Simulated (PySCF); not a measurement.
Compound: C2H12NOSi3 (doublet state).
Z-matrix (Å and degrees, GFN2-xTB geometry), rows numbered from 1:
```
C 
N   1  1.3698
C   2  1.4416  1  115.23
Si  2  1.7435  1  121.72  3   170.23
Si  4  2.2918  2  110.69  1   159.79
O   4  1.6268  2  108.14  1    41.68
Si  6  1.6171  4  160.85  2     5.24
H   1  1.0717  2  118.98  3    14.53
H   1  1.0693  2  117.94  3   177.14
H   3  1.0945  2  110.88  1    65.74
H   3  1.0931  2  110.32  1   -53.89
H   3  1.0884  2  110.12  1  -174.12
H   4  1.4771  2  109.28  1   -67.43
H   5  1.4704  4  111.13  2    78.23
H   5  1.4709  4  115.64  2   -41.55
H   5  1.4652  4  112.15  2  -163.34
H   7  1.4609  6  104.42  4   151.39
H   7  1.4627  6  107.44  4   -89.03
H   7  1.4627  6  108.77  4    31.61
```

The hyperfine couplings belong to this conformer and change with its torsions.

The species is `[SiH3]O[Si@H](N([CH2])C)[SiH3]` [radical].

The calculation used PySCF 2.14.0, UKS B3LYP, pcH-1 on C H N O Si, non-relativistic, mean-field spin-orbit, GIAO. Isolated species at its GFN2-xTB geometry (one conformer only). A GFN2-xTB geometry isn't a minimum of the functional, and hyperfine couplings can be far from their values at a DFT geometry. The SCF solution wasn't tested for stability.

Give the isotropic g value and a_iso(13C) at C1.

g_iso = 2.00281 and a = +81.57 MHz, or +2.910 mT (Mulliken spin population +0.86). 13C makes up about 1.07 % of the natural element, so this concerns labelled samples or satellites.

Take this nucleus alone (I = 1/2, g_N = 1.4048) with S = 1/2. Where do its 2 lines fall at 9.397 GHz to first order, to second order and exactly?

B0 = hν/(g μB) = 335.225 mT and a/B0 = 0.0087. B(1) = B0 − a·mI, B(2) = B(1) − a²[I(I+1) − mI²]/(2B0); the exact values solve the Breit–Rabi equation, nuclear Zeeman term included.

```
  mI  first order (mT)  second order (mT)  exact (mT)  exact − first order
−1/2           336.680            336.674     336.674               -0.006
+1/2           333.771            333.764     333.764               -0.006
```

Someone takes the midpoint and the distance of the outer exact lines at face value. What g and a result?

Their midpoint, 335.219 mT, gives an apparent g of 2.00285 (true 2.00281), and their distance over 2I an apparent |a| of 2.910 mT (true 2.910).

Give the zero-field levels of this pair of spins.

F = I ± 1/2 = 1 and 0, at a·I/2 = +20.4 MHz and −a(I+1)/2 = -61.2 MHz, that is |a|(I + 1/2) = 81.6 MHz apart; F = 0 lies lower.

Other couplings of abundant isotopes, left aside here: 1 × 1H 48 MHz, 1 × 1H 47 MHz, 1 × 1H 20 MHz, 3 × 1H 15 MHz, 1 × 14N 4 MHz, 3 × 1H 2 MHz.

Means are taken over nuclei equivalent by connectivity, which assumes that they swap fast. H8 and H9 aren't averaged: C1 is flat or nearly so (angle sum 358°), and its turn about the short C1–N2 bond (1.37 Å) is taken as slow. The three 1H nuclei of mean +14.6 MHz run from -1.2 to 23.4 MHz in the frozen geometry.
